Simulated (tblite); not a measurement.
C₅H₁₅OPSi₂.
Cartesian coordinates in Å at the GFN2-xTB level; atoms count from 1:
```
atom  x, y, z in Å
C1     3.2458    0.5562   -0.1408
C2     2.3561   -0.6249    0.2346
C3     0.9724   -0.5655   -0.4135
C4     0.1536    0.6561    0.0371
Si5   -1.6894    0.2390   -0.2635
C6    -2.8576    0.7761    1.1415
P7    -2.3117    0.8081   -2.3491
O8    -1.5930   -1.4047   -0.2250
Si9   -0.1199   -2.1077   -0.1225
H10    3.3534    0.6209   -1.2217
H11    2.8220    1.4907    0.2186
H12    4.2356    0.4416    0.2964
H13    2.8474   -1.5507   -0.0762
H14    2.2460   -0.6635    1.3213
H15    1.1199   -0.4754   -1.4970
H16    0.3189    0.8228    1.1034
H17    0.4819    1.5572   -0.4808
H18   -2.5199    0.4068    2.1045
H19   -3.8587    0.3921    0.9707
H20   -2.9212    1.8579    1.1937
H21   -3.6291    0.4177   -2.1802
H22   -2.5980    2.1203   -2.0114
H23   -0.0034   -2.6569    1.2251
H24   -0.0629   -3.0946   -1.1906
```

Computed with GFN2-xTB (tblite): harmonic, unscaled wavenumbers at the GFN2-xTB geometry, gas phase. This tight-binding method is rough: wavenumbers can miss measured ones by several per cent, in bad cases by 10 to 20. Modes of hydrogen on phosphorus and silicon can be 10 to 20 % off. One conformer, not necessarily the lowest.

Harmonic wavenumbers (cm⁻¹): 38.6, 59.9, 71.1, 92.9, 97.1, 120.9, 129.9, 149.6, 200.9, 215.6, 231.2, 315.5, 323.6, 357.6, 391.9, 473.0, 505.6, 580.6, 637.4, 667.2, 674.5, 690.7, 736.2, 742.8, 754.0, 777.1, 803.8, 816.1, 832.8, 841.3, 913.6, 956.6, 1006.1, 1055.3, 1077.4, 1124.2, 1133.4, 1143.0, 1226.3, 1244.6, 1270.0, 1305.0, 1350.7, 1357.9, 1413.0, 1471.2, 1476.9, 1480.8, 1497.2, 1505.8, 1509.4, 2284.6, 2289.8, 2326.9, 2371.9, 2902.1, 2954.0, 2961.3, 2970.5, 2982.8, 3025.8, 3029.0, 3041.2, 3041.6, 3042.8, 3051.9.

A = 1363, B = 614.3, C = 558.3 MHz; mass 178.040 u (most abundant isotopes); point group C1, symmetry number 1.

Zero-point energy?

Half the sum of the wavenumbers: 41062 cm⁻¹ = 117.40 kcal/mol.

What is S at 400 K and 1 bar for an ideal gas of classical rigid rotors and harmonic oscillators?

Translation 42.92, rotation 31.78, vibration 61.12: S = 135.8 cal/(mol K).

And Cp and H(400 K) − H(0)?

Cp = 64.44 cal/(mol K), of which vibrations give 56.49 (their classical limit is 66 R = 131.2); H(400 K) − H(0) = 15.35 kcal/mol without the zero-point energy, 12.17 from vibrations.

How do the functions run with temperature in this model?

```json
{"T (K)": "150", "S (cal/(mol K))": "90.5", "Cp (cal/(mol K))": "32.5", "H − H(0) (kcal/mol)": "3.15", "G − H(0) (kcal/mol)": "-10.43", "ln q(vib)": "5.32"}
{"T (K)": "250", "S (cal/(mol K))": "110.2", "Cp (cal/(mol K))": "45.7", "H − H(0) (kcal/mol)": "7.05", "G − H(0) (kcal/mol)": "-20.49", "ln q(vib)": "9.53"}
{"T (K)": "298.15", "S (cal/(mol K))": "118.8", "Cp (cal/(mol K))": "52.0", "H − H(0) (kcal/mol)": "9.40", "G − H(0) (kcal/mol)": "-26.00", "ln q(vib)": "11.47"}
{"T (K)": "600", "S (cal/(mol K))": "165.7", "Cp (cal/(mol K))": "83.1", "H − H(0) (kcal/mol)": "30.23", "G − H(0) (kcal/mol)": "-69.21", "ln q(vib)": "22.83"}
{"T (K)": "900", "S (cal/(mol K))": "203.2", "Cp (cal/(mol K))": "101.3", "H − H(0) (kcal/mol)": "58.11", "G − H(0) (kcal/mol)": "-124.74", "ln q(vib)": "32.91"}
```

q(vib) and H(0) count from the zero-point level.

Blend soft modes into free rotors: weight 1/[1 + (100 cm⁻¹/ν̃)⁴] for the oscillator and the rest for a rotor with moment μB/(μ + B), μ = h/(8π²ν), B = 10⁻⁴⁴ kg m². What vibrational entropy results?

55.63 cal/(mol K) in place of 61.12, which changes −T·S at 400 K by +2.20 kcal/mol.

Which modes carry the vibrational entropy at 400 K?

38.6 cm⁻¹: 5.91; 59.9 cm⁻¹: 5.04; 71.1 cm⁻¹: 4.70; 92.9 cm⁻¹: 4.17; 97.1 cm⁻¹: 4.09; 120.9 cm⁻¹: 3.66 cal/(mol K); the other 60 give 33.55 together.

Hindered rotation and anharmonicity are outside this model. Other conformers, if any are populated, would add a mixing term that is left out. The structure is chiral; the term R ln 2 for an equal mix with its mirror image is left out.

Time: 1.7 s wall. Hardware: one thread, Arm Neoverse V1 (aarch64), no GPU, on a shared host. The figure is for the frequency step alone.
